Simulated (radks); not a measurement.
The numbers below are computed, except where a source is named.
The iodine ion I+, configuration [Kr] 4d10 5s2 5p4.

Code: a radial shooting solver on a logarithmic mesh with Libxc functionals. Model: scalar-relativistic Kohn-Sham, BP86, spin-unpolarised, spherical densities, point nucleus.

Energy parts (hartree):
part                        energy
total                  -7117.20636
kinetic                 7470.81377
electron-nucleus      -17202.01814
Hartree                 2795.94031
exchange-correlation    -181.94231

Orbitals (lengths in bohr, moments of r in powers of bohr; r(max) is where P^2 peaks; r(90%) holds 90 % of the orbital's charge):
[
 {"orbital": "1s", "occ.": "2", "eigenvalue (hartree)": "-1212.752", "r(90%)": "0.0490", "<r>": "0.02722", "<r^2>": "0.001004", "r(max)": "0.01754"},
 {"orbital": "2s", "occ.": "2", "eigenvalue (hartree)": "-187.6720", "r(90%)": "0.181", "<r>": "0.1172", "<r^2>": "0.01619", "r(max)": "0.09910"},
 {"orbital": "2p", "occ.": "6", "eigenvalue (hartree)": "-168.4791", "r(90%)": "0.167", "<r>": "0.1025", "<r^2>": "0.01282", "r(max)": "0.07947"},
 {"orbital": "3s", "occ.": "2", "eigenvalue (hartree)": "-38.16363", "r(90%)": "0.461", "<r>": "0.3141", "<r^2>": "0.1127", "r(max)": "0.2856"},
 {"orbital": "3p", "occ.": "6", "eigenvalue (hartree)": "-31.94462", "r(90%)": "0.468", "<r>": "0.3121", "<r^2>": "0.1130", "r(max)": "0.2794"},
 {"orbital": "3d", "occ.": "10", "eigenvalue (hartree)": "-22.63046", "r(90%)": "0.453", "<r>": "0.2886", "<r^2>": "0.09857", "r(max)": "0.2317"},
 {"orbital": "4s", "occ.": "2", "eigenvalue (hartree)": "-6.99133", "r(90%)": "1.07", "<r>": "0.7398", "<r^2>": "0.6183", "r(max)": "0.6803"},
 {"orbital": "4p", "occ.": "6", "eigenvalue (hartree)": "-5.04219", "r(90%)": "1.16", "<r>": "0.7918", "<r^2>": "0.7144", "r(max)": "0.7148"},
 {"orbital": "4d", "occ.": "10", "eigenvalue (hartree)": "-2.20112", "r(90%)": "1.40", "<r>": "0.9205", "<r^2>": "0.9920", "r(max)": "0.7779"},
 {"orbital": "5s", "occ.": "2", "eigenvalue (hartree)": "-0.97011", "r(90%)": "2.79", "<r>": "1.920", "<r^2>": "4.160", "r(max)": "1.688"},
 {"orbital": "5p", "occ.": "4", "eigenvalue (hartree)": "-0.56864", "r(90%)": "3.43", "<r>": "2.319", "<r^2>": "6.124", "r(max)": "1.979"}
]

The highest occupied level is 5p at -15.473 eV. Summed over all electrons, <r^2> = 50.26 bohr^2, which gives a Langevin (diamagnetic) susceptibility term of -39.8 x 10^-6 cm^3/mol.
